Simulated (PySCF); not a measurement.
Dipole moment and polarisability of `C=COCC(C)=O`

Species: C5H8O2.
Atom-mapped SMILES: `[CH2:1]=[CH:2][O:3][CH2:4][C:5]([CH3:6])=[O:7]` (hydrogens: H8, H9 on C1; H10 on C2; H11, H12 on C4; H13, H14, H15 on C6)

Cartesian coordinates in Å at the GFN2-xTB level; atoms count from 1:
```xyz
15
C5H8O2 angstrom
C      2.6618    0.0195    0.5375
C      1.6643   -0.8491    0.5541
O      0.3436   -0.6302    0.3357
C     -0.0554    0.6882    0.0476
C     -1.5568    0.7706   -0.2003
C     -2.2911   -0.5322   -0.1250
O     -2.0786    1.8289   -0.4384
H      2.5357    1.0680    0.3382
H      3.6632   -0.3146    0.7313
H      1.8211   -1.8995    0.7591
H      0.1944    1.3651    0.8777
H      0.4572    1.0655   -0.8494
H     -1.8546   -1.2334   -0.8326
H     -3.3456   -0.3835   -0.3388
H     -2.1636   -0.9552    0.8691
```

Level: PBE0/def2-SVPD (PySCF), static field, nuclei fixed, core orbitals frozen in the response. The polarisability tensor in these axes (au):

```
x   85.27 -0.32  5.16
y   -0.32 69.32 -3.12
z    5.16 -3.12 51.40
```

What are the eigenvalues, a third of the trace, and Δα (Δα² = ½Σ(αi − αj)² over the three pairs)?

Principal values 50.15, 69.77 and 86.07 au; mean 68.66 au = 10.17 Å³ = 11.32 × 10⁻⁴⁰ C²·m²/J; Δα = 31.15 au (45 % of the mean).

What is the dipole moment, and where does it point?

(1.42, -1.95, 0.49) D, 2.47 D in size, pointing from the negative to the positive side. Measured along this direction, the outermost atoms are O7 at the negative end and H10 at the positive end.

Orientational against electronic polarisability at 250 K (dilute gas, rigid molecules)?

In Gaussian units μ²/3kT = 58.74 Å³ against 10.17 Å³, a ratio of 5.77; the Debye molar polarisation (4π/3)N_A(α + μ²/3kT) is 173.8 cm³/mol, leaving out the vibrational part.

Give the principal axes and the span of the nuclei along them.

Largest value along (0.99, -0.05, 0.15), where the nuclei span 7.08 Å; middle along (0.07, 0.99, -0.15), 3.58 Å; least along (-0.14, 0.16, 0.98), 1.79 Å. The response follows the extents in order.

Traceless (Buckingham) quadrupole moment about the centre of nuclear charge: eigenvalues?

-9.63, 1.83, 7.80 D·Å. The values depend on the origin, since the dipole doesn't vanish. The electronic extent ⟨r²⟩ about the same centre is 966 bohr², a root-mean-square distance of 2.24 Å for the 54 electrons.

The structure is a single GFN2-xTB conformer in the gas phase; no vibrational or solvent corrections.
